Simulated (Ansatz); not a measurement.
Total energies of C2HF2In, SMILES `C#[C][In]([F])[F]`.

Cartesian coordinates in Å:
```
C 1.168 -0.709 1.487
C 0.470 -0.285 0.600
In -0.709 0.430 -0.903
F -0.102 1.480 -2.401
F -2.613 0.166 -1.057
H 1.786 -1.082 2.273
```

Total charge 0; spin multiplicity 1. Correlated methods include outer-core shells of In, which these sets cover unevenly. In: def2 effective core potential. All single points use the PBE0-D4/def2-TZVP geometry. Basis def2-TZVPP, the Gaussian-basis code of Ansatz.

RPA on PBE orbitals: Hartree–Fock energy of these orbitals -464.44688 Eh, correlation -1.59072 Eh (frozen core).

| functional | kind | energy without D4 (Eh) | D4 term (kJ/mol) |
| --- | --- | --- | --- |
| PBE0 | global hybrid, 25 % exact exchange | -466.45097 | -9.2 |
| r2SCAN0 | meta-GGA hybrid, 25 % | -466.60793 | -3.1 |

(1) Give the same for LDA (SPW92), PBE, revPBE, BLYP, r2SCAN, B97M-V, B3LYP, r2SCANh, HSE06 (plane-wave form), BHLYP, CAM-B3LYP, LC-ωPBE, ωB97X-V, ωB97M-V, B2PLYP, PBE-QIDH. (Estimate.)

B3LYP takes the VWN-RPA correlation (the form of Gaussian; ORCA's B3LYP/G). HSE06 is the plane-wave form, built on full-range PBE exchange. The double hybrids freeze the cores in their second-order part.

## Answers

(1) The calculation gave: 
```tsv
functional	kind	energy without D4 (Eh)	D4 term (kJ/mol)
LDA (SPW92)	LDA	-464.44166	–
PBE	GGA	-466.45548	-10.8
revPBE	GGA	-466.70295	-28.2
BLYP	GGA	-466.66610	-23.2
r2SCAN	meta-GGA	-466.68422	-2.5
B97M-V	meta-GGA with VV10	-466.67260	–
B3LYP	global hybrid, 20 %	-466.80944	-17.7
r2SCANh	meta-GGA hybrid, 10 %	-466.65298	-2.7
HSE06 (plane-wave form)	screened hybrid	-466.43745	-8.7
BHLYP	global hybrid, 50 %	-466.54101	-15.5
CAM-B3LYP	range-separated hybrid	-466.63502	-9.5
LC-ωPBE	long-range corrected hybrid	-466.60104	–
ωB97X-V	range-separated hybrid GGA with VV10	-466.62967	–
ωB97M-V	range-separated hybrid meta-GGA with VV10	-466.62027	–
B2PLYP	double hybrid	-466.36451	–
PBE-QIDH	double hybrid	-466.21291	–
```

LC-ωPBE has ω = 0.4 bohr⁻¹.
